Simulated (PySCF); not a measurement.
CeH: f occupation and spin

Unrestricted PBE0; basis Ce x2c-TZVPall, H x2c-TZVPall; spin-free X2C with a Gaussian nucleus; PySCF 2.14. The search starts from ions with several 4f fillings and holds each by maximum overlap.

The lowest solution of each spin and filling, followed along the bond (rough minima from three points):

```csv
2Ms+1,4f population,⟨S²⟩ at the start,R at minimum (Å),Te (eV)
4,1.10,3.75,2.05,0.00
2,1.11,1.41,2.00,0.02
4,1.70,3.76,2.13,0.41
2,1.70,1.75,2.13,0.58
```

Solutions at the starting distance of 1.820 Å, counted from the lowest; the search is not exhaustive:

| 2Ms+1 | 4f population | E (eV) | ⟨S²⟩ | ⟨Lz²⟩ | μ (D) |
| --- | --- | --- | --- | --- | --- |
| 2 | 1.11 | 0.00 | 1.41 | 5.6 | -2.00 |
| 4 | 1.10 | 0.05 | 3.75 | 8.0 | -2.53 |
| 4 | 1.16 | 0.07 | 3.75 | 8.0 | -2.48 |
| 2 | 1.13 | 0.20 | 0.78 | 9.0 | -1.47 |
| 4 | 1.20 | 0.24 | 3.76 | 7.6 | -1.75 |
| 4 | 1.20 | 0.24 | 3.76 | 7.5 | -1.75 |
| 4 | 1.18 | 0.26 | 3.76 | 5.4 | -1.71 |
| 4 | 1.22 | 0.31 | 3.75 | 6.9 | -1.67 |
| 2 | 1.18 | 0.44 | 1.75 | 5.7 | -2.28 |
| 2 | 1.05 | 0.50 | 0.76 | 0.0 | -1.62 |
| 2 | 1.08 | 0.55 | 1.75 | 8.0 | -1.75 |
| 4 | 1.70 | 0.63 | 3.76 | 9.0 | -0.49 |
| 2 | 1.12 | 0.63 | 1.76 | 5.4 | -2.16 |
| 4 | 1.04 | 0.64 | 3.76 | 1.5 | -1.96 |

Partly filled real f orbitals mix terms, so no term symbols are given. A population far from a whole number shows f orbitals mixing with d and ligand orbitals, not a clean configuration. A positive dipole means Ce(−)H(+).

Spin–orbit coupling is left out. The state is the lowest single determinant that the PBE0 search found; with open d or f shells the true ground state can be another one.
